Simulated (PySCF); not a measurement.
# SbH₂: bend–stretch map

Level of theory: UPBE0/[Sb def2-TZVP with ECP28, H def2-TZVP], scalar-relativistic core potentials, density fitting, no spin–orbit coupling, PySCF.

Rigid scan from the doublet minimum (Sb–H 1.712 Å (×2); H–Sb–H 90.3°). Coordinate: rows scale both bonds, columns set the H–Sb–H angle. Energies in kJ/mol from the minimum.

```tsv
scale \ angle	90	105	120	135	150	165	180
0.94	16.6	27.7	63.0	120.0	195.0	277.5	322.8
0.97	3.8	15.5	50.8	107.8	183.6	268.5	317.7
1.00	0.0	11.9	?	103.2	178.9	?	339.0
1.03	3.3	15.3	49.7	104.9	179.5	271.5	355.2
1.06	?	24.3	57.8	111.5	184.2	275.9	?
1.10	31.6	43.0	75.0	?	195.3	256.1	278.3
```

Q: Fill in the five missing cells, row by row.

A: 46.9, 269.8, 12.4, 375.0, 126.4.

The bond scale of lowest energy on the grid is 1.00 at 90°, 1.00 at 105°, 1.00 at 120°, 1.00 at 135°, 1.00 at 150°, 1.10 (edge) at 165°, 1.10 (edge) at 180°.

With an element this heavy the missing spin–orbit coupling can shift these numbers.

Other isomers or separated fragments may lie lower.

The scan took roughly 7 core-minutes on a shared host.
